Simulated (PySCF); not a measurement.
# Orbital picture of SrH

PBE0 at R = 2.134 Å; Sr def2-TZVPP with ECP28, H def2-TZVPP; scalar-relativistic core potentials (PySCF 2.14). State: ²Σ⁺ (doublet), unpaired electrons σ ↑. Only the outer orbitals are listed, counted within each symmetry, core potentials removing the inner ones.

```
spin  orbital  occ.  ε (eV)  on Sr (%)           main shells (%)
   α       1σ     1  -44.19        100                  100 Sr s
   α       1π     1  -24.74        100                  100 Sr p
   α       1π     1  -24.74        100                  100 Sr p
   α       2σ     1  -24.51        100                  100 Sr p
   α       3σ     1   -6.18         32   68 H s, 21 Sr s, 9 Sr d
   α       4σ     1   -3.81         94  64 Sr s, 21 Sr p, 9 Sr d
   α       2π     0   -1.15        100          82 Sr p, 18 Sr d
   α       2π     0   -1.15        100          82 Sr p, 18 Sr d
   α       5σ     0   -0.80         98          51 Sr d, 46 Sr p
   β       1σ     1  -44.09        100                  100 Sr s
   β       1π     1  -24.64        100                  100 Sr p
   β       1π     1  -24.64        100                  100 Sr p
   β       2σ     1  -24.36        100                  100 Sr p
   β       3σ     1   -5.83         35  64 H s, 21 Sr s, 10 Sr d
   β       4σ     0   -1.88         95  69 Sr s, 17 Sr p, 9 Sr d
   β       2π     0   -0.32        100          90 Sr p, 10 Sr d
   β       2π     0   -0.32        100          90 Sr p, 10 Sr d
```

Question: Which are the highest filled and the lowest empty level, where do they sit, and how wide is the gap?

Answer: Highest filled α 4σ at -3.81 eV (in %: 64 Sr s, 21 Sr p, 9 Sr d); lowest empty β 4σ at -1.88 eV (in %: 69 Sr s, 17 Sr p, 9 Sr d); the gap at PBE0 is 1.93 eV.

The bond order (Mayer) is 0.84, the ⟨S²⟩ is 0.751 and the charge on Sr (Mulliken, basis-dependent) is 0.39. The charge on Sr (Löwdin, basis-dependent) is 0.28 and the dipole moment (positive dipole means Sr(−)H(+)) is -2.99 D. The polarisability along the bond is 148.4 bohr³ and the polarisability across the bond is 222.4 bohr³.

Spin–orbit coupling is left out. The state is the lowest determinant that a PBE0 search found; another state may lie lower at other levels.
